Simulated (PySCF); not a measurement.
GeS, singlet, at a GFN2-xTB geometry. Base run: PBE0/6-31G** in PySCF.

Input for PySCF:
```python
from pyscf import gto, scf, dft

mol = gto.M(
    atom='''
Ge   -0.00000000   -0.00000000   -0.67834772
S     0.00000000    0.00000000    1.35669544
''',
    basis='6-31g**',
    verbose=4,
)

mf = dft.RKS(mol)
mf.xc = 'pbe0'
mf.kernel()
mo_i, mo_e, stable_i, stable_e = mf.stability(internal=True, external=True, return_status=True, nroots=6, tol=1e-6)
print('internally stable:', stable_i, ' externally stable:', stable_e)
if not stable_e:
    umf = mf.to_uhf() if not hasattr(mf, 'xc') else mf.to_uks()
    umf.scf_summary = {}
    umf.kernel(umf.make_rdm1(mo_e, umf.mo_occ))
```

The bond that is stretched is that between atoms 1 and 2. A test that says stable can miss a lower solution.

Each row names what was changed in the base input (with any setting that the change needs).

```
change       ΔE vs base (mEh)  <S^2>  E after following the instability (Eh)  <S^2> there  HOMO-LUMO gap (eV)   stability test says        outcome
-----------  ----------------  -----  --------------------------------------  -----------  ------------------  --------------------  -------------
base                    0.000  0.000                                       -            -                5.48                stable      converged
bond × 1.25            71.445  0.000                             -2474.45216         0.00                3.30  external instability      converged
bond × 1.5                  -      -                                       -            -                   -                     -  not converged
bond × 1.8                  -      -                                       -            -                   -                     -  not converged
bond × 2.2              285.9  0.000                             -2474.32670         1.87                1.08  external instability      converged
bond × 3.0                  -      -                                       -            -                   -                     -  not converged
```

Where a bond breaks into two radicals, a solution with restricted orbitals usually stops being the lowest and lies too high; an unrestricted one lies lower at the price of spin contamination, which <S^2> shows.
